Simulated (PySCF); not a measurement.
Ionisation energy of Sn(2+) by level of theory

Sn(2+) [Kr] 4d10 5s2 (1S) → Sn(3+) [Kr] 4d10 5s1 (2S), as a difference of total energies. Calculation: PySCF 2.14, in cc-pVTZ-PP with ECP28MDF (5s4p3d1f, 39 functions); scalar relativity through the core potential. Correlated levels: valence: 4s2 4p6 4d10 frozen. The calculations carry no spin-orbit coupling.

```tsv
method	ionisation energy (eV)
UHF	28.537
PBE0	30.422
PBE	30.791
MP2 (valence)	29.208
SCS-MP2 (valence)	29.342
CCSD (valence)	29.465
```

How much does correlation contribute at MP2 (valence)?

29.208 − (28.537) = 0.671 eV, measured against UHF.

Errors of the correlated levels include the incompleteness of this basis and the frozen core.

With two correlated electrons CCSD is exact in that space.

For comparison: 30.506 eV (measured; NIST Atomic Spectra Database, ionization energies).
